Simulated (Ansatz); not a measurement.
Calculated with Ansatz (gas phase, PBE0-D4/def2-TZVP geometries, no zero-point term in ΔE). CBS: MP2 limit from def2 TZ/QZ plus the TZ coupled-cluster correction, frozen cores. This one scheme is used for every species. DFT in def2-TZVPP. Elements past krypton have def2 core potentials. For Br, In outer-core shells are correlated without core-valence functions, which leaves a few kJ/mol of doubt a bond. Scalar relativity is left out up to krypton. Each species was taken in one conformer, which may not be the lowest.

Reaction (formal hydrolysis of the In–N bond): `[NH2][In]([F])[Br]` + H₂O → `[OH][In]([F])[Br]` + NH₃

`[NH2][In]([F])[Br]`:

```xyz
6

N     0.178    0.278    1.212
In   -0.199   -0.278   -0.672
F    -1.992    0.051   -1.342
Br    1.242   -1.549   -2.170
H    -0.379    1.055    1.541
H     1.150    0.442    1.432
```

H₂O:

Z-matrix (Å, degrees):
```
O
H 1 0.960
H 1 0.960 2 105.1
```

`[OH][In]([F])[Br]`:

Z-matrix (Å, degrees):
```
In
O 1 1.959
Br 1 2.434 2 126.0
F 1 1.929 2 115.7 3 180.0
H 2 0.962 1 112.2 3 0.0
```

NH₃:

Z-matrix (Å, degrees):
```
N
H 1 1.013
H 1 1.013 2 107.1
H 1 1.013 2 107.1 3 -114.5
```

Task: Is it downhill or uphill in electronic energy at CCSD(T)/CBS, and by how much? (Best estimate.)

Result: Ansatz gave: Downhill: ΔE = -0.07 eV.

Task: What do these levels give: LDA (SPW92), revPBE-D4, PBE0-D4, r2SCAN0-D4, BHLYP-D4, CAM-B3LYP-D4, ωB97M-V, B2PLYP, PBE, r2SCAN0, CCSD/def2-SVP, CCSD/def2-TZVPP? (Best estimate.)

Result: Computed: LDA (SPW92) -0.05, revPBE-D4 -0.13, PBE0-D4 -0.08, r2SCAN0-D4 -0.09, BHLYP-D4 -0.09, CAM-B3LYP-D4 -0.11, ωB97M-V -0.10, B2PLYP -0.12, PBE -0.13, r2SCAN0 -0.10, CCSD/def2-SVP -0.14, CCSD/def2-TZVPP -0.07 eV.

Largest T1 diagnostic among the species: 0.014.

Leaving LDA and LC-ωPBE aside and taking each functional with its dispersion term where it has one, the values, not all of them listed here, spread over 0.11 eV, from B97M-V to PBE-QIDH. LDA lies +0.08 eV from PBE without D4. From r2SCAN to r2SCAN0 (25 % exact exchange), in def2-TZVPP and without D4, ΔE moves by +0.04 eV. At CCSD(T), def2-SVP lies −0.07 eV from the extrapolated value and def2-TZVPP −0.01 eV.
